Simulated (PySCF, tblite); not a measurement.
C4H6ClNSi.
SMILES with atom numbers: `[CH3:1]/[C:2](=[CH:3]\[Cl:4])[SiH2:5][C:6]#[N:7]` (hydrogens: H8, H9, H10 on C1; H11 on C3; H12, H13 on Si5)

Computed with GFN2-xTB (tblite), gas phase: Langevin dynamics at 300 K from the optimised GFN2-xTB geometry, time step 0.5 fs, friction 0.01 fs⁻¹, 2000 steps. Over the second half of the run the saved frames average 296 K.

Frame at 250 fs, instantaneous temperature 290 K:
```
atom  x, y, z in Å
C1      0.812    0.818    1.158
C2      0.195   -0.275    0.361
C3      0.925   -1.022   -0.487
Cl4     2.615   -0.752   -0.737
Si5    -1.635   -0.668    0.334
C6     -2.259    0.642   -0.767
N7     -2.803    1.293   -1.543
H8      0.230    1.757    1.037
H9      0.731    0.557    2.243
H10     1.845    1.035    0.885
H11     0.445   -1.844   -0.930
H12    -2.071   -1.883   -0.396
H13    -2.379   -0.318    1.544
```

Frame at 425 fs, instantaneous temperature 369 K:
```
atom  x, y, z in Å
C1      0.416    0.097    1.974
C2     -0.055   -0.692    0.739
C3      0.797   -1.021   -0.226
Cl4     2.486   -0.917   -0.062
Si5    -1.897   -0.768    0.322
C6     -2.592    0.447   -0.887
N7     -3.166    1.254   -1.467
H8      0.063    1.186    1.844
H9     -0.115   -0.181    2.882
H10     1.495   -0.023    2.096
H11     0.563   -1.511   -1.138
H12    -2.315   -2.119   -0.115
H13    -2.403   -0.347    1.608
```

Frame at 625 fs, instantaneous temperature 241 K:
```
atom  x, y, z in Å
C1     -0.256   -0.680    2.046
C2     -0.347   -0.772    0.536
C3      0.796   -0.918   -0.146
Cl4     2.390   -0.858    0.351
Si5    -2.022   -0.858   -0.420
C6     -3.016    0.742   -0.828
N7     -3.762    1.583   -1.018
H8     -1.157   -0.981    2.546
H9      0.547   -1.327    2.478
H10    -0.051    0.296    2.415
H11     0.613   -0.880   -1.232
H12    -1.892   -1.376   -1.800
H13    -2.921   -1.553    0.499
```

Frame at 800 fs, instantaneous temperature 198 K:
```
atom  x, y, z in Å
C1     -1.103   -0.924    1.589
C2     -0.649   -0.986    0.185
C3      0.583   -0.731   -0.120
Cl4     1.869   -0.441    0.953
Si5    -1.871   -0.954   -1.232
C6     -2.739    0.660   -1.077
N7     -3.256    1.702   -1.125
H8     -2.166   -1.112    1.704
H9     -0.469   -1.619    2.232
H10    -0.881    0.108    1.834
H11     0.916   -0.679   -1.152
H12    -1.067   -0.916   -2.554
H13    -2.876   -2.063   -1.064
```

Frame at 1000 fs, instantaneous temperature 267 K:
```
atom  x, y, z in Å
C1     -1.295   -0.799    1.813
C2     -0.932   -1.080    0.351
C3      0.344   -1.175   -0.041
Cl4     1.774   -0.858    0.870
Si5    -2.228   -1.202   -1.034
C6     -2.574    0.609   -1.288
N7     -3.166    1.607   -1.262
H8     -1.079   -1.703    2.358
H9     -0.603   -0.104    2.354
H10    -2.358   -0.493    1.989
H11     0.514   -1.520   -1.082
H12    -1.508   -1.526   -2.235
H13    -3.475   -1.926   -0.777
```

Problem. What do single points at PBE0/pcSseg-1 (PySCF, gas phase) give on these frames?

Solution. 
| t (fs) | GFN2-xTB E above start (eV) | DFT E above lowest frame (eV) | HOMO (eV) | LUMO (eV) | dipole (D) |
| --- | --- | --- | --- | --- | --- |
| 250 | 0.34 | 0.04 | -7.77 | -1.12 | 3.94 |
| 425 | 0.40 | 0.11 | -7.79 | -1.33 | 2.99 |
| 625 | 0.45 | 0.22 | -7.89 | -1.42 | 3.72 |
| 800 | 0.39 | 0.00 | -7.82 | -1.11 | 3.09 |
| 1000 | 0.47 | 0.14 | -7.70 | -1.09 | 3.76 |

The two levels order the frames alike by energy but for pairs within 0.08 eV at one level; measured from each level's lowest frame they differ by 0.11 eV at most. The HOMO–LUMO gap runs from 6.46 to 6.71 eV. These are instantaneous structures, not minima.

Problem. And the isotropic GIAO shieldings (ppm) from the same runs?

Solution. 
| atom | 250 fs | 425 fs | 625 fs | 800 fs | 1000 fs | mean | range |
| --- | --- | --- | --- | --- | --- | --- | --- |
| C1 | 166.3 | 159.1 | 170.2 | 168.2 | 166.8 | 166.1 | 11.1 |
| C2 | 41.1 | 51.7 | 43.3 | 55.8 | 43.5 | 47.1 | 14.7 |
| C3 | 38.7 | 41.0 | 35.4 | 48.2 | 40.5 | 40.8 | 12.8 |
| Cl4 | 710.1 | 693.7 | 711.0 | 712.8 | 699.3 | 705.4 | 19.1 |
| Si5 | 427.9 | 426.9 | 408.3 | 412.8 | 412.7 | 417.7 | 19.6 |
| C6 | 60.1 | 64.2 | 65.4 | 59.3 | 58.3 | 61.5 | 7.1 |
| N7 | -104.7 | -104.0 | -89.5 | -116.0 | -123.2 | -107.5 | 33.7 |
| H8 | 29.2 | 28.3 | 30.4 | 29.7 | 30.0 | 29.5 | 2.1 |
| H9 | 29.3 | 29.6 | 28.9 | 28.2 | 28.3 | 28.9 | 1.4 |
| H10 | 28.2 | 28.0 | 30.5 | 29.4 | 28.9 | 29.0 | 2.5 |
| H11 | 25.6 | 25.4 | 25.0 | 25.4 | 24.8 | 25.2 | 0.8 |
| H12 | 26.6 | 26.9 | 26.7 | 26.0 | 27.7 | 26.8 | 1.7 |
| H13 | 27.0 | 27.2 | 26.8 | 26.3 | 26.6 | 26.8 | 0.9 |

The cost below is that of the whole dynamics run. Hardware: an Arm Neoverse V2 with one thread, no GPU, on a shared host. Cost: 11 s of wall time.
